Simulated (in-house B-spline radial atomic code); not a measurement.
As2+ is squeezed into an impenetrable sphere of radius R (the orbitals vanish at R). Method: Dirac-Hartree-Fock, average of configuration, Fermi nucleus of rms radius 4.0968 fm. Calculated with a B-spline radial code for spherical atoms.

Energies in eV above the free ion in [Ar] 3d10 4s2 4p1:

| R (bohr) | highest level (eV) | [Ar] 3d10 4s2 4p1 | [Ar] 3d10 4s1 4p1 4f1 | [Ne] 3s2 3p5 3d10 4s2 4p1 4d1 |
| --- | --- | --- | --- | --- |
| 7.57 | -27.5 | 0.0009882 | 30.75 | 162.4 |
| 6.28 | -27.4 | 0.01798 | 32.54 | 162.7 |
| 4.89 | -27.2 | 0.3505 | 37.43 | 164.3 |
| 4.43 | -26.7 | 0.9 | 40.71 | 165.8 |
| 3.31 | -22.3 | 8.364 | 60.1 | 179.6 |
| 3.07 | -19.7 | 13.43 | 69.19 | 187.7 |
| 2.41 | -2.84 | 51.4 | 121.5 | 243.2 |
| 2.16 | 11.7 | 88.72 | 164.7 | 294.2 |
| 1.6 | 98.6 | 356.7 | 432.1 | 632 |
| 1.24 | 282 | 1075 | 1094 | 1473 |

Question: Does [Ar] 3d10 4s1 4p1 4f1 fall below [Ar] 3d10 4s2 4p1 under compression?

Answer: No, it stays above over the whole range.

Question: Does [Ne] 3s2 3p5 3d10 4s2 4p1 4d1 fall below [Ar] 3d10 4s2 4p1 under compression?

Answer: No, it stays above over the whole range.

The highest level is first positive in the row R = 2.16 bohr, pushed up by confinement above the zero of the free ion's potential. Each configuration is held fixed and needn't be the lowest in the sphere.
